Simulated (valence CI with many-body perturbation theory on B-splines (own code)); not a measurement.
# E1 line list for Tm⁶⁴⁺

Level of theory: valence CI with perturbative core correlation (CI+MBPT): three valence electrons over a frozen Dirac-Fock core [He], radial functions for each j: 11 s, 11 p, 10 d, 8 f, 5 g, 2 h, with the one-electron correlation potential Σ1, the two-electron term Σ2, the three-electron term Σ3, Breit, model QED; selected CI, second order for the rest, scaled by the run's own slope (own B-spline code, finite nucleus).

The last digits are not significant, and no measured levels were compared; by estimate large intervals hold to a few tenths of a per cent, small ones and those within an open d or f shell to about a per cent.

Lines 101 to 150 of 577 in falling wavelength, among levels below 961.73 Ry, chosen from the strongest by gf and those to the six lowest levels. Wavelengths and rates use the calculated energies. Electric multipoles are in the length gauge, E1 and E2 with the static RPA response of the core. Weak lines are less certain than strong ones. Lines between different terms over intervals too small for the method are left out, as are lines whose strength nearly cancels.

Levels are named by their leading jj configuration (3d3/2^4 stands for four electrons in 3d with j = 3/2), which in mixed levels can hold well under half, so a name can repeat and another be missing. Letters in brackets count levels of one name in rising energy.

```csv
λ vac (Å),Upper,Lower,A (s⁻¹),S (a.u.)
32.80,(2s 2p3/2 3p3/2) J=5/2 [b],(2s 2p3/2 3s) J=3/2 [b],6.21e+11,6.49e-02
32.79,(2p1/2 2p3/2 3d3/2) J=1/2 [a],(2p1/2 2p3/2 3p1/2) J=1/2,3.57e+11,1.24e-02
32.77,(2p1/2 2p3/2 3p3/2) J=5/2 [a],(2p1/2 2p3/2 3s) J=3/2 [a],5.15e+11,5.37e-02
32.69,(2s 2p1/2 3p3/2) J=1/2,(2s 2p1/2 3s) J=1/2 [b],5.67e+11,1.96e-02
32.66,(2p1/2 2p3/2 3p3/2) J=7/2,(2p1/2 2p3/2 3s) J=5/2,5.44e+11,7.47e-02
32.60,(2p1/2 2p3/2 3p3/2) J=3/2 [a],(2p1/2 2p3/2 3s) J=1/2,1.68e+11,1.15e-02
32.42,(2p3/2^2 3p3/2) J=3/2 [b],(2p3/2^2 3s) J=1/2,6.12e+11,4.12e-02
32.39,(2s 2p3/2 3p3/2) J=7/2,(2s 2p3/2 3s) J=5/2,6.65e+11,8.93e-02
32.15,(2p1/2 2p3/2 3p3/2) J=3/2 [b],(2p1/2 2p3/2 3s) J=3/2 [b],2.89e+11,1.89e-02
32.14,(2p1/2 2p3/2 3d3/2) J=5/2 [b],(2p1/2 2p3/2 3p1/2) J=5/2,1.64e+11,1.61e-02
32.01,(2s 2p3/2 3p3/2) J=5/2 [a],(2s 2p3/2 3s) J=3/2 [a],3.14e+11,3.05e-02
31.91,(2s 2p1/2 3d3/2) J=3/2 [b],(2s 2p1/2 3p1/2) J=3/2,2.02e+11,1.29e-02
31.60,(2s 2p3/2 3p3/2) J=1/2 [a],(2s 2p3/2 3s) J=3/2 [a],6.51e+11,2.03e-02
31.51,(2s 2p1/2 3p3/2) J=3/2 [a],(2s 2p1/2 3s) J=1/2 [a],6.74e+11,4.17e-02
31.43,(2s 2p3/2 3p3/2) J=3/2 [a],(2s 2p3/2 3s) J=5/2,1.60e+11,9.80e-03
31.39,(2p1/2^2 3p3/2) J=3/2,(2p1/2^2 3s) J=1/2,6.20e+11,3.78e-02
31.39,(2s 2p3/2 3p3/2) J=3/2 [b],(2s 2p3/2 3s) J=3/2 [b],3.26e+11,1.99e-02
31.36,(2s^2 3p3/2) J=3/2,(2s^2 3s) J=1/2,7.39e+11,4.50e-02
31.24,(2p1/2 2p3/2 3p3/2) J=5/2 [b],(2p1/2 2p3/2 3s) J=3/2 [b],3.29e+11,2.97e-02
31.10,(2s 2p1/2 3p3/2) J=5/2,(2s 2p1/2 3s) J=3/2,6.81e+11,6.06e-02
30.93,(2s 2p3/2 3p3/2) J=3/2 [b],(2s 2p3/2 3s) J=1/2,4.46e+11,2.61e-02
30.90,(2s 2p1/2 3p3/2) J=3/2 [b],(2s 2p1/2 3s) J=3/2,3.61e+11,2.10e-02
30.85,(2p1/2 2p3/2 3p3/2) J=3/2 [b],(2p1/2 2p3/2 3s) J=1/2,2.10e+11,1.21e-02
30.64,(2s 2p3/2 3p3/2) J=1/2 [b],(2s 2p3/2 3s) J=1/2,6.31e+11,1.79e-02
30.59,(2p1/2 2p3/2 3p3/2) J=5/2 [b],(2p1/2 2p3/2 3s) J=5/2,3.54e+11,3.00e-02
30.19,(2p3/2^2 3p3/2) J=3/2 [a],(2p3/2^2 3s) J=3/2,6.35e+11,3.45e-02
30.17,(2p1/2 2p3/2 3p3/2) J=3/2 [b],(2p1/2 2p3/2 3s) J=3/2 [a],2.04e+11,1.10e-02
30.07,(2s 2p3/2 3p3/2) J=5/2 [a],(2s 2p3/2 3s) J=5/2,4.62e+11,3.72e-02
29.75,(2p1/2 2p3/2 3p3/2) J=1/2 [b],(2p1/2 2p3/2 3s) J=3/2 [b],7.06e+11,1.83e-02
29.41,(2p3/2^2 3p3/2) J=3/2 [a],(2p3/2^2 3s) J=5/2,1.73e+11,8.68e-03
10.10,(2p3/2^2 3p3/2) J=5/2,(2s 2p3/2 3p3/2) J=3/2 [b],2.21e+12,6.75e-03
10.09,(2p3/2^2 3d5/2) J=7/2,(2s 2p3/2 3d5/2) J=5/2 [b],1.44e+12,5.84e-03
10.05,(2s 2p1/2 2p3/2) J=3/2 [a],(2s^2 2p1/2) J=1/2,4.63e+10,9.28e-05
9.993,(2p3/2^2 3d5/2) J=1/2,(2s 2p3/2 3d5/2) J=3/2 [b],2.92e+12,2.88e-03
9.961,(2p3/2^2 3d5/2) J=7/2,(2s 2p3/2 3d5/2) J=7/2 [b],1.11e+12,4.33e-03
9.961,(2p3/2^2 3p3/2) J=7/2,(2s 2p3/2 3p3/2) J=5/2 [b],3.87e+12,1.51e-02
9.956,(2p3/2^2 3d5/2) J=9/2,(2s 2p3/2 3d5/2) J=7/2 [b],3.36e+12,1.64e-02
9.928,(2p3/2^2 3d3/2) J=1/2,(2s 2p3/2 3d3/2) J=1/2 [b],2.89e+12,2.79e-03
9.926,(2p3/2^2 3d3/2) J=7/2,(2s 2p3/2 3d5/2) J=5/2 [a],8.52e+11,3.29e-03
9.920,(2p3/2^2 3s) J=5/2,(2s 2p3/2 3s) J=3/2 [b],3.49e+12,1.01e-02
9.907,(2s 2p3/2^2) J=5/2,(2s^2 2p3/2) J=3/2,1.33e+12,3.82e-03
9.894,(2p3/2^2 3d3/2) J=5/2,(2s 2p3/2 3d3/2) J=5/2 [b],9.60e+11,2.75e-03
9.889,(2p3/2^2 3d3/2) J=7/2,(2s 2p3/2 3d3/2) J=5/2 [b],2.52e+12,9.61e-03
9.886,(2p3/2^2 3p1/2) J=3/2,(2s 2p3/2 3p1/2) J=1/2,3.26e+12,6.21e-03
9.880,(2p3/2^2 3p1/2) J=5/2,(2s 2p3/2 3p1/2) J=3/2 [b],3.79e+12,1.08e-02
9.835,(2p3/2^2 3s) J=3/2,(2s 2p3/2 3s) J=3/2 [b],1.47e+12,2.75e-03
9.824,(2p3/2^2 3d3/2) J=3/2 [a],(2s 2p3/2 3d3/2) J=3/2 [b],1.98e+12,3.70e-03
9.809,(2p3/2^2 3d3/2) J=5/2,(2s 2p3/2 3d3/2) J=3/2 [b],2.18e+12,6.10e-03
9.801,(2p3/2^2 3d5/2) J=5/2 [a],(2s 2p3/2 3d5/2) J=3/2 [b],1.91e+12,5.34e-03
9.790,(2p3/2^2 3s) J=3/2,(2s 2p3/2 3s) J=1/2,3.13e+12,5.80e-03
```
